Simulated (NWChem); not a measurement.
# C4H4OS; SMILES S(CC#C)C=O

```xyz
10

C      1.0461     2.6504     0.3277
C      0.1917     1.8912    -0.0710
C     -0.8189     0.9698    -0.5559
S     -0.8861    -0.6176     0.3521
C      0.5893    -1.3755    -0.2857
O      0.9640    -2.4621     0.0353
H      1.8016     3.3252     0.6867
H     -0.6834     0.7612    -1.6296
H     -1.8265     1.3995    -0.4427
H      1.1240    -0.7227    -1.0213
```
Atoms are numbered in this order, from 1.

Computed with NWChem. Pople sets run with spherical d functions. The geometry was optimised at PBE0/def2-SVP.

### Question
Taking PBE0/6-311G** as the yardstick, which of these has the fewest basis functions while keeping “highest occupied level (eV)” within 0.05 eV of it: PBE0/3-21G; PBE0/STO-3G; PBE0/6-31G*?

### Answer
none of them.
```json
[
 {"level": "PBE0/STO-3G", "basis functions": "38", "highest occupied level (eV)": "-4.44", "relative time (rough)": "1"},
 {"level": "PBE0/3-21G", "basis functions": "66", "highest occupied level (eV)": "-7.52", "relative time (rough)": "1"},
 {"level": "PBE0/6-31G*", "basis functions": "96", "highest occupied level (eV)": "-7.51", "relative time (rough)": "3"},
 {"level": "PBE0/6-311G**", "basis functions": "140", "highest occupied level (eV)": "-7.66", "relative time (rough)": "5"}
]
```

The yardstick is one finite set, not the basis-set limit.
